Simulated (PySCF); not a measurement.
A small calculation by hand: oscillator strength and radiative lifetime

C3H9ClOSi, SMILES [Si@@](O)(CC)(Cl)C.

Geometry: B3LYP-D3(BJ)/def2-SVP. The structure was generated by enumeration; whether it is a known compound was not checked. One conformer was computed; it need not be the lowest.

PySCF with TDA-PBE/def2-SVPD puts the first singlet state with f over 0.02 at 6.36 eV (vertical), with the transition dipole (0.336, 0.120, -0.363) in atomic units.

### Question
Find the oscillator strength, the wavelength and the radiative lifetime that this transition would have in vacuum if emission retraced absorption.

### Answer

|μ|² = 0.2591 au, so |μ| = 1.29 D. ΔE = 6.36/27.211 = 0.2337 hartree. f = (2/3) ΔE |μ|² = 0.040 (the program prints 0.040).
λ = 1239.84/6.36 = 195 nm; ν = 51297 cm⁻¹.
Einstein's coefficient A = 0.6670 ν² f s⁻¹ (ν in cm⁻¹) = 7.1e7 s⁻¹, so τ = 1/A = 14 ns. This state is S1. The figure is the radiative limit of this one transition; relaxation, internal conversion, crossing to triplets and a medium change what is measured.
